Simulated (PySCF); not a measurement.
Input for PySCF: R-HF/3-21G on C3H9B (SMILES CB(C)C).

```python
from pyscf import gto, scf, dft, mp
from pyscf.data.elements import chemcore

mol = gto.M(
    atom='''
    C    -0.97883234   -1.22947311    0.10432547
    B    -0.00289019   -0.00399330   -0.00799340
    C     1.55104831   -0.22960043    0.02838844
    C    -0.57583603    1.45289471   -0.14318059
    H    -1.78490928   -1.18091112   -0.63431105
    H    -0.50159412   -2.20939243    0.04593432
    H    -1.48221231   -1.16842464    1.07944410
    H     1.84703916   -0.98556217    0.76174865
    H     2.14712251    0.67169466    0.18322487
    H     1.84186581   -0.64649109   -0.94644701
    H    -1.65432327    1.51802608   -0.29658765
    H    -0.33315517    2.00882329    0.77203665
    H    -0.07332307    2.00240955   -0.94658282
    ''',
    basis='3-21g',
    charge=0, spin=0, verbose=3, max_memory=1800)
mf = scf.RHF(mol)
mf.conv_tol = 1e-8
mf.max_cycle = 100
mf.kernel()
if not mf.converged:
    mf = mf.newton().run(mf.mo_coeff, mf.mo_occ)
```

It printed:

```
converged SCF energy = -142.757991681419
```

The calculation finished and met its thresholds.

Cost: very roughly 0.4 core-seconds.
